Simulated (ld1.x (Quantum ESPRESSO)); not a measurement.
Configuration tests for As (Z = 33) (TM)

| Item | Value |
| --- | --- |
| Element | As (Z = 33) |
| Generator | ld1.x (Quantum ESPRESSO) 7.5 |
| Type | norm-conserving Troullier–Martins (Kleinman–Bylander form) |
| Functional | PBE |
| Relativity | scalar-relativistic |
| Frozen core | [Ar] |
| Valence charge | 15 |
| Reference configuration | 3d10 4s2 4p2 (charge +1) |
| Partial waves | 4s (bound): rc 1.25 bohr; 4p (bound): rc 1.70 bohr; 3d (bound): rc 0.65 bohr |
| Local potential | the d channel |
| Core correction | Bessel-smoothed model core, default radius (core density twice the valence density) |

Energies are relative to the spin-unpolarised reference configuration 3d10 4s2 4p2; without spin polarisation the order of configurations can differ from experiment. Not all tests gave a result: 1 of 7 tests not solved or not reliable. Left out of the table: 3d9 4s2 4p3 (solver errors, printed error -2656 eV).

```csv
valence configuration,charge,ΔE all-electron (eV),error AE − PS (meV)
3d10 4s2 4p3,0,-9.149,+4.9
3d10 4s2 4p1,+2,17.918,+5.5
3d10 4s2 4p0,+3,45.621,+39
3d10 4s2 4p3.3,-0.3,-10.383,+6.5
3d10 4s0 4p5,0,9.907,-12
```

(1) What are ΔE and the potential's error for 3d10 4s1 4p3?

Levels in the configuration 3d10 4s2 4p1:

| level | all-electron (eV) | pseudo (eV) |
| --- | --- | --- |
| 3d | -61.938 | -61.679 |
| 4s | -33.447 | -33.417 |
| 4p | -22.668 | -22.649 |

Note: ghost states, extra bound levels that the all-electron valence spectrum of the same l lacks: s at -818.1 eV, p at -441.6 eV. A true bound ghost makes a file unfit for plane-wave use.

Results:

(1) ΔE = 10.107 eV all-electron; the error (AE − PS) is -1.0 meV.
